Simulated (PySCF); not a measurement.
Structure problem from calculated spectra and properties.

Formula: C3H12Al2O2.

* NMR, other nuclei: isotropic shieldings of nuclei other than C and H, by class: 347 (2 O), 459 (1 Al), 475 (1 Al) ppm [GIAO HF/pcSseg-1]
* 1H NMR: chemical shifts (computed TMS as zero) by class: 3.76 (1 H), 3.75 (1 H), 3.74 (1 H), 3.52 (6 H), -0.58 (3 H) ppm [GIAO HF/pcSseg-1]
* XPS: C1s 289.4, C1s 292.9 (×2), O1s 538.7 (×2), Al1s 1566.4, Al1s 1566.7 eV [ΔSCF SCAN, pcX-2 on the ionised atom, pcseg-1 elsewhere, spin-free X2C]
* Dipole: 0.54 D [CAM-B3LYP/def2-SVPD]
* Valence photoelectron: vertical ionisation energy: 9.55 eV [ΔSCF CAM-B3LYP/def2-SVPD]
* UV, first state: lowest singlet excitation: 6.36 eV (195 nm, f = 0.002) [TDDFT CAM-B3LYP/def2-SVPD]
* Triplet: lowest triplet excitation (Tamm–Dancoff): 5.96 eV [TDA CAM-B3LYP/def2-SVPD]
* Rotational structure: rotational constants A, B, C: 1.969, 1.670, 1.031 GHz [PBE0-D3(BJ)/def2-SVP]
* 13C NMR: chemical shifts (computed TMS as zero) by class: 46.4 (2 C), -11.0 (1 C) ppm [GIAO HF/pcSseg-1]

Gas-phase values; electronic properties from PySCF, density fitting. Levels stand in brackets. Isolated species at its PBE0-D3(BJ)/def2-SVP geometry, gas phase. NMR classes are plain means over equivalent atoms (diastereotopic ones count apart unless rotation or inversion swaps them), as if these changed places fast.

Task: Propose a structure and show how it fits.

Result: Numbering: `[CH3:1][O+:2]1[AlH2-:3][O+:4]([CH3:5])[AlH-:6]1[CH3:7]`. 3 carbons fall into 2 classes; from least to most shielded: O-methyl carbon [C1/C5] (46.4 ppm, 2 C), methyl carbon [C7] (-11.0 ppm). Hydrogen classes from least to most shielded: 1 H on an aluminium bonded to 2 O and 2 H, Al3 (3.76 ppm), 1 H on an aluminium bonded to 2 O and 2 H, Al3 (3.75 ppm), 1 H on an aluminium bonded to C, 2 O and H, Al6 (3.74 ppm), 6 H on 2 O-methyl carbons, C1/C5 (3.52 ppm), 3 H on a methyl carbon, C7 (-0.58 ppm). The other shieldings belong to: 347 ppm, oxygen bonded to 2 Al and C [O2/O4]; 459 ppm, aluminium bonded to C, 2 O and H [Al6]; 475 ppm, aluminium bonded to 2 O and 2 H [Al3]. The core levels belong to: C1s 289.4 eV, methyl carbon [C7]; C1s 292.9 eV, O-methyl carbon [C1/C5]; O1s 538.7 eV, oxygen bonded to 2 Al and C [O2/O4]; Al1s 1566.4 eV, aluminium bonded to C, 2 O and H [Al6]; Al1s 1566.7 eV, aluminium bonded to 2 O and 2 H [Al3]. One atom of each topological class was ionised and stands for its class. The first electron is taken from the HOMO, whose largest Löwdin shares are 0.23 on the methyl carbon, 0.17 on the aluminium bonded to C, 2 O and H, 0.16 on an Al–H hydrogen and 0.07 on the aluminium bonded to 2 O and 2 H. The optimised geometry has point group C1 and is an asymmetric top. Structure: `C[O+]1[AlH2-][O+](C)[AlH-]1[CH3]`. The assignments are read from this structure; whether some other isomer fits the data as well wasn't checked.
